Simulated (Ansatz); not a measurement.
Geometry optimisation, Ansatz, RHF/def2-SVP.

Input:

```yaml
crystal:
  periodic: [false, false, false]
  atoms:
    - { symbol: Zr, position_ang: [0.355396, 0.359723, -0.557436] }
    - { symbol: O, position_ang: [-0.93661, 0.008431, 2.41381] }
    - { symbol: H, position_ang: [-1.651705, 0.576589, 2.671676] }
    - { symbol: Cl, position_ang: [1.729065, 0.349079, -2.51299] }
    - { symbol: Cl, position_ang: [-1.425615, 1.95216, -0.847649] }
    - { symbol: "N", position_ang: [-0.338592, -1.508768, -0.351755] }
    - { symbol: H, position_ang: [-0.758005, -1.810919, 0.51378] }
    - { symbol: H, position_ang: [-0.357728, -2.257662, -1.022755] }
    - { symbol: O, position_ang: [1.496199, 0.938634, 1.002043] }
    - { symbol: Al, position_ang: [2.935814, 1.419932, 1.783363] }
    - { symbol: H, position_ang: [4.140778, 0.410531, 1.852299] }
    - { symbol: H, position_ang: [2.976807, 2.846598, 2.448997] }
    - { symbol: H, position_ang: [-0.132704, 0.551472, 2.449216] }
basis:
  gaussian: { orbitals: def2-SVP }
hamiltonian:
  xc: hf
relax:
  f_tol: 0.03
  max_steps: 50
output:
  orbitals: {}
```

Launched with:

```bash
$ ansatz run input.yaml --threads 4 --pin off --max-ram 5120MiB --backend cpu --events-out ev --progress --plain --runs-dir out
```

**Question.** Where does it end, and by what steps?

**Answer.** The run converged. The force dipped under the threshold on the way, but the program's further checks kept it going. After 36 steps the energy has fallen by 0.526 eV; H12 moved furthest, 1.35 Å. Joined: Zr1–O2 (3.26 → 2.42 Å).

| step | energy less start (eV) | largest force component (eV/Å) | accepted |
| --- | --- | --- | --- |
| 0 | 0.0000 | 1.536 | yes |
| 2 | -0.2279 | 1.736 | yes |
| 4 | -0.4128 | 1.184 | yes |
| 6 | -0.4606 | 1.225 | yes |
| 8 | -0.5063 | 0.184 | yes |
| 10 | -0.5106 | 0.121 | yes |
| 12 | -0.5116 | 0.019 | yes |
| 14 | -0.5124 | 0.049 | yes |
| 16 | -0.5134 | 0.040 | yes |
| 18 | -0.5143 | 0.085 | yes |
| 20 | -0.5155 | 0.054 | yes |
| 22 | -0.5168 | 0.139 | yes |
| 24 | -0.5187 | 0.059 | yes |
| 26 | -0.5195 | 0.196 | no |
| 28 | -0.5225 | 0.092 | yes |
| 30 | -0.5237 | 0.037 | yes |
| 32 | -0.5245 | 0.046 | yes |
| 34 | -0.5252 | 0.038 | yes |
| 36 | -0.5255 | 0.020 | yes |

```xyz
13
Properties=species:S:1:pos:R:3
Zr 0.246 0.319 -0.232
O -0.949 0.404 1.867
H -1.768 0.884 1.844
Cl 1.389 0.179 -2.350
Cl -1.506 1.968 -0.725
N -0.289 -1.634 -0.065
H -0.747 -2.057 0.724
H -0.120 -2.333 -0.768
O 1.656 0.902 0.972
Al 3.103 1.355 1.748
H 4.471 1.334 0.975
H 2.981 1.775 3.266
H -0.432 0.742 2.586
```

Whether the end is a true minimum wasn't checked by a vibrational analysis.

Time of the run: 110 s on 4 threads of Arm Neoverse V1, with other jobs on the host, peak memory 0.45 GiB.
